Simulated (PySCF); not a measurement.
Geometry (Å), atoms numbered from 1 in this order:
```xyz
5

Al   -0.0019    0.0027   -0.1928
Br    0.0203   -0.0293    2.2259
H     1.5510    0.0140   -0.6916
H    -0.7890    1.3550   -0.6536
H    -0.7804   -1.3424   -0.6879
```

Total charge -1.

Geometry: PBE0-D3(BJ)/def2-SVP; GIAO shifts from PySCF 2.14, gas phase, non-relativistic, averaged over equivalent atoms.

At PBE0/pcSseg-1 (pcSseg-2 on Al) (99 basis functions, 4.2 s wall time on 1 thread of an Arm Neoverse V1, shared host):
```json
{"atoms": "Al1", "δ (ppm)": "133.4"}
{"atoms": "Br2", "δ (ppm)": "-379.1"}
{"atoms": "H3/H4/H5", "δ (ppm)": "4.21"}
```

Shifts are taken against calculated references (same method and geometry level): 27Al (σref 576.18) against [Al(H2O)6]3+; HBr for 79Br (σref 2584.45); 1H (σref 31.27) against TMS.

Estimate the result of repeating the calculation with B3LYP/pcSseg-1 (pcSseg-2 on Al).

## Answers


```csv
atoms,δ at B3LYP/pcSseg-1 (pcSseg-2 on Al),change
Al1,135.6,+2.2
Br2,-401.9,-22.8
H3/H4/H5,4.10,-0.11
```

Chemical shifts δ = σref − σ; 27Al (σref 571.15) against [Al(H2O)6]3+; 79Br (σref 2544.71) against HBr; TMS for 1H (σref 31.38), all at this level.

The largest change is at Br2 (bromine bonded to Al). Cost: 99 basis functions, 3 s wall time on 1 thread of an Arm Neoverse V1, shared host.

Relativistic effects, spin–orbit coupling among them, are left out; they matter for Br and for the light atoms bonded to it.
